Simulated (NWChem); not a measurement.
Molecule: CCl₂F, doublet; SMILES Cl[C](F)Cl

Program: NWChem. Spin-unrestricted. In the optimisation the excess spin sits in a' (Cs, its own frame). No stability test was run on the SCF state. The level has its own optimisation; frequencies are unscaled.

Predict the results for BLYP/def2-SVP. Quantities: r C–F (Å); r C–Cl (Å); highest harmonic frequency (cm⁻¹); lowest (cm⁻¹); zero-point energy (kcal/mol); dipole (D).


```json
{
 "r C–F (Å)": "1.337",
 "r C–Cl (Å)": "1.759",
 "highest harmonic frequency (cm⁻¹)": "1139",
 "lowest (cm⁻¹)": "267",
 "zero-point energy (kcal/mol)": "5.2",
 "dipole (D)": "0.38"
}
```
